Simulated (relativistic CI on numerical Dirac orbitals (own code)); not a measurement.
Zn2+: K-beta X-ray emission

Computed with this model: Dirac-Coulomb-Breit CI, orbitals from a KLI potential per configuration, model QED (radiative potential, 1s self-energy scaled to tabulated hydrogen-like ionisation energies), valence Slater integrals scaled by 0.7, multiplet model of X-ray emission after core ionisation; configurations [Ar] 3d10 → 1s 2s2 2p6 3s2 3p6 3d10 → [Ne] 3s2 3p5 3d10; 80 K; Lorentzian 1.6 eV and Gaussian 1 eV FWHM. Energies are those of the free ion, without screening or charge transfer. S is read from ⟨S²⟩ = S(S + 1).

free ion: ground-state S = 0.00, centroid 9568.54 eV. Peaks (eV, height): 9566.6 (56), 9569.6 (100).

Strongest unbroadened transitions for free ion:

```
Energy (eV)  Relative strength
    9566.51               49.6
    9569.55              100.0
```
